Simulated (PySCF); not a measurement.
Radial density of Cr²³⁺ (chromium, charge +23)

UHF, 1s1, 2S determinant. Computed with PySCF 2.14 in an uncontracted even-tempered set (17 s from 22 bohr⁻², ratio 2.2; 7 p from 34 bohr⁻², ratio 2.4; 4 d from 100 bohr⁻², ratio 2.4; 3 f from 150 bohr⁻², ratio 2.4; 3 g from 230 bohr⁻², ratio 2.4), with scalar relativity by spin-free X2C-1e.

| r (bohr) | 4πr²ρ (e/bohr) | 4πr²(ρα − ρβ) |
| --- | --- | --- |
| 0.000837 | 0.05246 | 0.0525 |
| 0.00141 | 0.1362 | 0.1362 |
| 0.00237 | 0.3480 | 0.3480 |
| 0.00399 | 0.8640 | 0.8640 |
| 0.00670 | 2.045 | 2.0453 |
| 0.0113 | 4.455 | 4.4548 |
| 0.0190 | 8.408 | 8.4084 |
| 0.0319 | 12.42 | 12.4167 |
| 0.0537 | 12.07 | 12.0663 |
| 0.0902 | 5.771 | 5.7714 |
| 0.152 | 0.8347 | 0.8347 |
| 0.255 | 0.01625 | 0.0162 |
| 0.429 | 1.095e-05 | 0.0000 |

Densities and radii are taken from the X2C orbitals without a picture-change correction, which distorts them close to the nucleus.
